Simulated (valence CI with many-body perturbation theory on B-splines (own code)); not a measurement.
## Sc14+: electric-dipole lines

Method: relativistic CI+MBPT: five valence electrons over a frozen Dirac-Fock core [He], radial functions for each j: 11 s, 11 p, 10 d, 8 f, 5 g, 2 h, with the one-electron correlation potential Σ1 (screened to all orders), the two-electron term Σ2, the three-electron term Σ3, Breit, model QED; selected single and double excitations, second order for the rest, scaled by the run's own slope (own B-spline code, finite nucleus).

No measured spectrum was set against this ion. As an estimate, levels of excited configurations hold to 0.05 to 0.15 % of their energy, terms of the ground configuration to about 0.5 %. Among the levels kept, up to 5500 cm⁻¹ of a level comes from second order outside the variational space, and about a tenth of that is noise between levels of different J, which matters for small intervals.

Lines 101 to 150 of 568 in falling wavelength, among levels below 49.147 Ry, chosen from the strongest by gf and those to the six lowest levels. Wavelengths and rates use the calculated energies, so an error of 500 cm⁻¹ moves a line at 534.3 Å by 0.27 % and its rate by three times that or more. Electric multipoles are in the length gauge, E1 and E2 with the static RPA response of the core. Weak lines are less certain than strong ones. Lines between different terms over intervals too small for the method are left out, as are lines whose strength nearly cancels. Where a level lies close to another of its J and parity, the split of strength between their lines is uncertain. The highest levels of a list are the least certain.

Names give the largest LS component (configuration and term), which can be under half, so a name can repeat, a term be missing and a line seem to break the LS rules; names also repeat where a configuration has a term twice. Letters in brackets count levels of one name in rising energy.

```csv
λ vac (Å),Upper,Lower,A (s⁻¹),S (a.u.) with core polarisation,S without
534.3,2s²2p²3d ⁴P_5/2,2s²2p²3p ⁴S°_3/2,6.03e+08,2.72e-01,2.72e-01
534.0,2s2p³3d ⁴F°_3/2 [b],2s2p³3p ⁴D_1/2 [b],1.52e+09,4.57e-01,4.57e-01
534.0,2s2p³3d ⁴S°_3/2,2s2p³3p ⁴P_3/2 [b],6.90e+08,2.08e-01,2.08e-01
533.4,2s²2p²3d ⁴F_7/2,2s²2p²3p ⁴D°_5/2,1.91e+09,1.14e+00,1.14e+00
531.8,2s²2p²3d ²F_7/2 [b],2s²2p²3p ²D°_5/2 [b],1.49e+09,8.82e-01,8.82e-01
528.2,2s2p³3p ⁴P_3/2 [c],2s2p³3s ⁴P°_5/2,9.01e+08,2.62e-01,2.62e-01
525.8,2s²2p²3d ²G_9/2,2s²2p²3p ²F°_7/2,2.18e+09,1.56e+00,1.56e+00
525.7,2s²2p²3d ²F_5/2,2s²2p²3p ²D°_3/2 [a],1.70e+09,7.32e-01,7.32e-01
524.4,2s²2p²3p ²D°_3/2 [b],2s²2p²3s ²D_3/2,9.52e+08,2.71e-01,2.71e-01
524.2,2s2p³3d ⁴D°_5/2 [d],2s2p³3p ²P_3/2 [c],1.15e+09,4.91e-01,4.91e-01
523.9,2s2p³3d ⁴D°_3/2 [d],2s2p³3p ²P_1/2 [c],8.79e+08,2.50e-01,2.50e-01
523.9,2s2p³3p ⁴P_5/2 [c],2s2p³3s ⁴P°_5/2,1.71e+09,7.28e-01,7.28e-01
523.9,2s2p³3d ²F°_7/2 [a],2s2p³3p ²D_5/2 [a],1.54e+09,8.76e-01,8.76e-01
523.8,2s²2p²3d ²F_7/2 [a],2s²2p²3p ²D°_5/2 [a],1.77e+09,1.00e+00,1.00e+00
523.7,2s²2p²3d ⁴F_5/2,2s²2p²3p ⁴D°_3/2,1.89e+09,8.05e-01,8.05e-01
523.1,2s2p³3d ⁴D°_3/2 [d],2s2p³3p ²P_3/2 [c],6.73e+08,1.90e-01,1.90e-01
522.9,2s²2p²3d ²D_5/2 [d],2s²2p²3p ²P°_3/2 [c],2.08e+09,8.81e-01,8.81e-01
522.7,2s2p³3d ²G°_7/2,2s2p³3p ²F_5/2 [a],2.25e+09,1.27e+00,1.27e+00
522.6,2s²2p²3p ⁴S°_3/2,2s²2p²3s ⁴P_5/2,1.64e+09,4.61e-01,4.61e-01
522.2,2s²2p²3d ⁴D_7/2,2s²2p²3p ⁴D°_7/2,6.10e+08,3.43e-01,3.43e-01
520.9,2s2p³3d ²G°_9/2,2s2p³3p ²F_7/2 [a],2.36e+09,1.65e+00,1.65e+00
519.6,2s²2p²3d ²G_7/2,2s²2p²3p ²F°_5/2,2.16e+09,1.19e+00,1.19e+00
518.3,2s2p³3d ²F°_5/2 [a],2s2p³3p ²D_5/2 [a],5.90e+08,2.43e-01,2.43e-01
518.3,2s2p³3d ⁴P°_3/2 [b],2s2p³3p ⁴S_3/2,1.23e+09,3.38e-01,3.38e-01
517.5,2s²2p²3d ⁴D_7/2,2s²2p²3p ⁴P°_5/2,1.53e+09,8.35e-01,8.35e-01
517.2,2s²2p²3p ²D°_3/2 [b],2s²2p²3s ²D_5/2,9.63e+08,2.63e-01,2.63e-01
517.1,2s2p³3p ⁴P_1/2 [c],2s2p³3s ⁴P°_3/2,2.27e+09,3.10e-01,3.10e-01
514.9,2s²2p²3d ⁴P_3/2,2s²2p²3p ⁴S°_3/2,1.11e+09,3.00e-01,3.00e-01
513.9,2s2p³3d ⁴P°_5/2 [b],2s2p³3p ⁴S_3/2,1.24e+09,4.96e-01,4.97e-01
512.6,2s²2p²3d ⁴D_5/2,2s²2p²3p ⁴P°_3/2,1.49e+09,5.94e-01,5.94e-01
510.2,2s2p³3p ⁴P_5/2 [c],2s2p³3s ⁴P°_3/2,8.42e+08,3.31e-01,3.31e-01
508.6,2s2p³3d ²F°_5/2 [a],2s2p³3p ²D_3/2 [a],1.15e+09,4.47e-01,4.47e-01
508.2,2s2p³3p ⁴P_3/2 [c],2s2p³3s ⁴P°_1/2,1.14e+09,2.96e-01,2.96e-01
506.8,2s2p³3d ²F°_5/2 [b],2s2p³3p ²D_3/2 [b],1.44e+09,5.54e-01,5.54e-01
505.5,2s2p³3d ²F°_7/2 [b],2s2p³3p ²D_5/2 [b],2.35e+09,1.20e+00,1.20e+00
505.4,2s²2p²3d ⁴P_1/2,2s²2p²3p ⁴S°_3/2,1.45e+09,1.85e-01,1.85e-01
505.1,2s²2p²3p ²D°_5/2 [b],2s²2p²3s ²D_5/2,1.94e+09,7.42e-01,7.42e-01
503.7,2s2p³3d ⁴D°_7/2 [b],2s2p³3p ⁴F_7/2,6.10e+08,3.08e-01,3.08e-01
503.4,2s2p³3p ²S_1/2 [a],2s2p³3s ²P°_3/2 [a],1.60e+09,2.01e-01,2.01e-01
501.8,2s2p³3d ²F°_5/2 [b],2s2p³3p ²P_3/2 [b],9.67e+08,3.62e-01,3.62e-01
500.8,2s2p³3d ²P°_3/2 [b],2s2p³3p ²S_1/2 [a],1.41e+09,3.50e-01,3.50e-01
500.7,2s²2p²3d ⁴D_5/2,2s²2p²3p ⁴D°_5/2,4.47e+08,1.66e-01,1.66e-01
500.3,2s2p³3d ²D°_5/2 [b],2s2p³3p ²D_5/2 [b],6.63e+08,2.46e-01,2.46e-01
499.5,2s²2p²3d ⁴F_3/2,2s²2p²3p ⁴D°_1/2 [a],1.37e+09,3.36e-01,3.36e-01
499.4,2s²2p²3d ²D_3/2 [c],2s²2p²3p ²P°_1/2 [c],2.03e+09,4.98e-01,4.98e-01
498.5,2s2p³3d ⁴D°_3/2 [a],2s2p³3p ⁴P_1/2 [a],1.13e+09,2.76e-01,2.76e-01
498.4,2s²2p²3d ⁴D_3/2,2s²2p²3p ⁴P°_1/2,1.11e+09,2.71e-01,2.71e-01
497.8,2s2p³3d ²D°_3/2 [b],2s2p³3p ²P_1/2 [b],1.19e+09,2.90e-01,2.90e-01
496.7,2s2p³3d ⁴D°_5/2 [b],2s2p³3p ⁴F_5/2,4.85e+08,1.76e-01,1.76e-01
496.7,2s2p³3d ⁴D°_1/2 [a],2s2p³3p ⁴P_1/2 [a],2.28e+09,2.76e-01,2.76e-01
```
